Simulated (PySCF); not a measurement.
C4H8Ge, SMILES C=[CH][GeH2][CH]=C. Heavy atoms are numbered as in [GeH2:1]([CH:2]=[CH2:3])[CH:4]=[CH2:5]. Hydrogens are named by the atom that carries them.

The structure is a stationary point at r2SCAN-D4/def2-SVP. The values are those of a single conformer.

These are PBE/def2-TZVP run with PySCF values and carry that method's errors.

Atomic charges (e), one atom of each kind:

```csv
atom,Mulliken,IAO,Löwdin
Ge1 (GeH2),0.20,[?],0.47
C2 (CH),-0.20,-0.37,-0.35
C3 (CH2),-0.23,[?],-0.23
H on Ge1,-0.02,-0.09,-0.04
H on C2,0.11,[?],0.14
H on C3,0.12,0.15,0.12
```

Complete the blanks. (An estimate is asked for; the answer gives what the named calculation found.)


- Ge1 (GeH2), IAO: 0.59
- C3 (CH2), IAO: -0.29
- H on C2, IAO: 0.15
